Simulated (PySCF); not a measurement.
# Dipole response of Zn²⁺ (zinc, charge +2)

[Ar] 3d9 4s1, high-spin 3D determinant (an excited configuration). Computed with PySCF 2.14 in x2c-TZVPPall with one added diffuse shell each of s, p, d, f type (7s6p5d3f1g, 80 functions), with the spin-free X2C one-electron Hamiltonian (Gaussian nucleus). Coupled (time-dependent) response in atomic units; α is the mean over directions.

| method | mean α (bohr³) | α xx, yy, zz | C₆ (like pair) | S(−4) |
| --- | --- | --- | --- | --- |
| UHF | 13.68 | 14.05, 14.05, 12.93 | 45.63 | 176.0 |
| PBE | 10.72 | 10.91, 10.91, 10.34 | 35.25 | 95.47 |
| PBE0 | 11.35 | 11.58, 11.58, 10.90 | 37.30 | 111.0 |

S(−4) is the Cauchy moment in α(ω) = α(0) + S(−4) ω² + …

α(iu) at PBE0:

```json
{"u (hartree)": "0", "α(iu) (bohr³)": "11.35"}
{"u (hartree)": "0.0500", "α(iu) (bohr³)": "11.08"}
{"u (hartree)": "0.100", "α(iu) (bohr³)": "10.36"}
{"u (hartree)": "0.200", "α(iu) (bohr³)": "8.305"}
{"u (hartree)": "0.300", "α(iu) (bohr³)": "6.415"}
{"u (hartree)": "0.500", "α(iu) (bohr³)": "4.063"}
{"u (hartree)": "0.750", "α(iu) (bohr³)": "2.695"}
{"u (hartree)": "1.00", "α(iu) (bohr³)": "2.009"}
{"u (hartree)": "1.50", "α(iu) (bohr³)": "1.331"}
{"u (hartree)": "2.00", "α(iu) (bohr³)": "0.9886"}
{"u (hartree)": "3.00", "α(iu) (bohr³)": "0.6359"}
{"u (hartree)": "5.00", "α(iu) (bohr³)": "0.3431"}
```

For an ion, C₆ is the dispersion term alone; charge-induced terms of lower order in 1/R come first.

The components differ because the open shell of this determinant is not spherical; for a pure term their mean is the scalar polarisability.
